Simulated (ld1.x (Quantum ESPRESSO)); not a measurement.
**platinum (Pt) PAW: all-electron and pseudo phase curves**

Pt, PAW, made with ld1.x (Quantum ESPRESSO) 7.5 (PBE, scalar-relativistic). Core [Xe], reference 4f14 5d9 6s1 6p0. Waves: 6s (bound): rcut 2.05, rcutus 2.80 bohr; 6s channel at 0.35 Ry: rcut 2.05, rcutus 2.80 bohr; 6p (bound, empty): rcut 3.05, rcutus 3.70 bohr; 6p channel at 4.05 Ry: rcut 3.05, rcutus 3.70 bohr; 5d (bound): rcut 1.15, rcutus 1.45 bohr; 5d channel at 0.85 Ry: rcut 1.15, rcutus 1.45 bohr; 4f (bound): rcut 0.60, rcutus 0.80 bohr; 4f channel at -4.45 Ry: rcut 0.60, rcutus 0.80 bohr. Local part: all-electron potential smoothed inside 2.75 bohr (lloc = -1). Core correction: Bessel-smoothed model core, default radius (core density twice the valence density). Augmentation charge: BESSEL, radius 0.60 bohr.

The phase is arctan(r·u′/u) with u = r·R(r), unwrapped; energies in Ry, scanned from -7 to 5 Ry. A pole is an energy at which the radial function vanishes at the test radius. The pseudo phase is shifted by a multiple of π to meet the all-electron one at the reference energy, and phase errors are pseudo minus all-electron; the curves can meet again beyond the range given. Levels narrower than the energy grid can be missing from the lists of poles. Where the grid stepped over a known ghost or core level, its pole and its step of π were put in at the level’s energy.

| channel | radius (bohr) | reference energy (Ry) | poles, all-electron | poles, pseudo | unbroken range about the reference energy with phases within 0.05 rad | phase error 1 Ry above the reference energy (rad) |
| --- | --- | --- | --- | --- | --- | --- |
| s | 4.00 | -0.42 | -0.13, 3.00 | -0.13, 2.88, 4.00 | below 3.3 | -0.000 |
| p | 4.00 | -0.06 | -4.12, 0.65, 4.04 | 0.63, 4.04 | -4.1 to 1.5 | -0.012 |
| d | 4.00 | -0.45 | -0.41, 1.99 | -0.41, 1.99 | the whole range | +0.000 |
| f | 4.00 | -5.15 | 1.89, 4.47 | 1.97 | below 0.9 | +0.000 |

The ghost test of this file was not conclusive.

Phases in the p channel:

```json
{"E (Ry)": "-7.00", "all-electron": "4.617", "pseudo": "1.475"}
{"E (Ry)": "-6.74", "all-electron": "4.615", "pseudo": "1.473"}
{"E (Ry)": "-6.48", "all-electron": "4.613", "pseudo": "1.471"}
{"E (Ry)": "-6.22", "all-electron": "4.611", "pseudo": "1.469"}
{"E (Ry)": "-5.96", "all-electron": "4.609", "pseudo": "1.467"}
{"E (Ry)": "-5.70", "all-electron": "4.606", "pseudo": "1.464"}
{"E (Ry)": "-5.44", "all-electron": "4.604", "pseudo": "1.462"}
{"E (Ry)": "-5.18", "all-electron": "4.601", "pseudo": "1.459"}
{"E (Ry)": "-4.92", "all-electron": "4.598", "pseudo": "1.456"}
{"E (Ry)": "-4.66", "all-electron": "4.594", "pseudo": "1.452"}
{"E (Ry)": "-4.40", "all-electron": "4.591", "pseudo": "1.449"}
{"E (Ry)": "-4.14", "all-electron": "4.585", "pseudo": "1.445"}
{"E (Ry)": "-3.88", "all-electron": "1.441", "pseudo": "1.440"}
{"E (Ry)": "-3.62", "all-electron": "1.436", "pseudo": "1.435"}
{"E (Ry)": "-3.36", "all-electron": "1.431", "pseudo": "1.430"}
{"E (Ry)": "-3.10", "all-electron": "1.424", "pseudo": "1.424"}
{"E (Ry)": "-2.84", "all-electron": "1.417", "pseudo": "1.417"}
{"E (Ry)": "-2.58", "all-electron": "1.409", "pseudo": "1.408"}
{"E (Ry)": "-2.32", "all-electron": "1.399", "pseudo": "1.398"}
{"E (Ry)": "-2.06", "all-electron": "1.387", "pseudo": "1.386"}
{"E (Ry)": "-1.80", "all-electron": "1.373", "pseudo": "1.372"}
{"E (Ry)": "-1.54", "all-electron": "1.354", "pseudo": "1.353"}
{"E (Ry)": "-1.28", "all-electron": "1.328", "pseudo": "1.327"}
{"E (Ry)": "-1.02", "all-electron": "1.291", "pseudo": "1.289"}
{"E (Ry)": "-0.76", "all-electron": "1.230", "pseudo": "1.228"}
{"E (Ry)": "-0.50", "all-electron": "1.107", "pseudo": "1.104"}
{"E (Ry)": "-0.24", "all-electron": "0.733", "pseudo": "0.731"}
{"E (Ry)": "0.02", "all-electron": "-0.675", "pseudo": "-0.676"}
{"E (Ry)": "0.28", "all-electron": "-1.345", "pseudo": "-1.349"}
{"E (Ry)": "0.54", "all-electron": "-1.528", "pseudo": "-1.534"}
{"E (Ry)": "0.80", "all-electron": "-1.622", "pseudo": "-1.631"}
{"E (Ry)": "1.06", "all-electron": "-1.695", "pseudo": "-1.710"}
{"E (Ry)": "1.32", "all-electron": "-1.775", "pseudo": "-1.801"}
{"E (Ry)": "1.58", "all-electron": "-1.897", "pseudo": "-1.952"}
{"E (Ry)": "1.84", "all-electron": "-2.168", "pseudo": "-2.334"}
{"E (Ry)": "2.10", "all-electron": "-3.092", "pseudo": "-3.492"}
{"E (Ry)": "2.36", "all-electron": "-4.116", "pseudo": "-4.227"}
{"E (Ry)": "2.62", "all-electron": "-4.415", "pseudo": "-4.449"}
{"E (Ry)": "2.88", "all-electron": "-4.535", "pseudo": "-4.548"}
{"E (Ry)": "3.14", "all-electron": "-4.600", "pseudo": "-4.606"}
{"E (Ry)": "3.40", "all-electron": "-4.643", "pseudo": "-4.646"}
{"E (Ry)": "3.66", "all-electron": "-4.675", "pseudo": "-4.676"}
{"E (Ry)": "3.92", "all-electron": "-4.701", "pseudo": "-4.701"}
{"E (Ry)": "4.18", "all-electron": "-4.724", "pseudo": "-4.724"}
{"E (Ry)": "4.44", "all-electron": "-4.746", "pseudo": "-4.747"}
{"E (Ry)": "4.70", "all-electron": "-4.768", "pseudo": "-4.773"}
{"E (Ry)": "4.96", "all-electron": "-4.793", "pseudo": "-4.806"}
```
